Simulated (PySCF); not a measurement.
**Correlation energy of Se(3+) (selenium, charge +3)**

[Ar] 3d10 4s2 4p1, 2P determinant. Computed with PySCF 2.14 in 6-31G*, with the non-relativistic Hamiltonian (point nucleus). Frozen: [Ar] 3d10; 3 electrons correlated.

MP2 pair energies summed by pair of shells (mhartree):

| pair | energy | share (%) |
| --- | --- | --- |
| 4s-4s | -19.93 | 57.7 |
| 4s-4p | -14.62 | 42.3 |

Total MP2 correlation energy: -34.55 mhartree.

Same-spin part -2.02 and opposite-spin part -32.52 mhartree; SCS-MP2 scales them by 1/3 and 6/5 to -39.70 mhartree.

```
  level  correlation energy (mhartree)
   CCSD                         -50.46
    (T)                          -0.41
CCSD(T)                         -50.87
```

Diagnostics: T1 = 0.0071, D1 = 0.0173, largest double amplitude 0.101.

Cost of the coupled-cluster step: 0.18 s of wall time on 1 thread of Neoverse-N1 (shared host), for 3 correlated electrons.
